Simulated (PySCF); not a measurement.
# Substituent effects on chemical shifts

Parent skeleton `[OH:1][SiH2:2][Si:3]([F:4])([SiH3:5])[O:6][SiH3:7]`; one hydrogen on atom 2 is replaced by X. Hydrogens on one atom are averaged.

Gas phase, one computed conformer, non-relativistic, rapidly exchanging positions averaged. GFN2-xTB structure; σ from GIAO-PBE0/pcSseg-1; PySCF 2.14.

Scale: $^{17}$O against H2O; $^{29}$Si, $^{1}$H vs TMS; $^{19}$F vs CFCl3 (reference shieldings calculated alike).

Known members:
```json
{"X": "OH", "O1": "41.2", "Si2": "-22.0", "Si3": "15.0", "F4": "-149.7", "Si5": "-115.9", "O6": "60.5", "Si7": "-44.1", "H(Si2)": "5.75", "H(Si5)": "3.52"}
```

Four more derivatives gave (δ, ppm):
```tsv
compound	O1	Si2	Si3	F4	Si5	O6	Si7	H(Si2)	H(Si5)
1	15.3	-6.8	24.1	-143.2	-117.8	60.9	-44.4	5.62	3.47
2	6.0	-22.4	23.5	-141.1	-117.0	63.9	-44.9	5.66	3.49
3	43.8	-24.5	17.1	-152.2	-118.7	60.5	-46.3	5.55	3.43
4	7.4	-10.0	22.6	-148.4	-122.6	62.7	-44.0	5.45	3.45
```

Their substituents are C2H5, CH3, OCH3, vinyl. Which is which?

Results:

1: X = CH3 (C[Si@@H](O)[Si@](F)([SiH3])O[SiH3]); 2: X = vinyl (C=C[Si@@H](O)[Si@](F)([SiH3])O[SiH3]); 3: X = OCH3 (CO[Si@@H](O)[Si@](F)([SiH3])O[SiH3]); 4: X = C2H5 (CC[Si@@H](O)[Si@](F)([SiH3])O[SiH3]).

Unscaled 19F shifts against computed CFCl3 carry errors that often reach 10 to 50 ppm. Experimental scales use liquid or dissolved standards, which lie at an offset from isolated H2O (liquid H2O: subtract about 36 ppm).
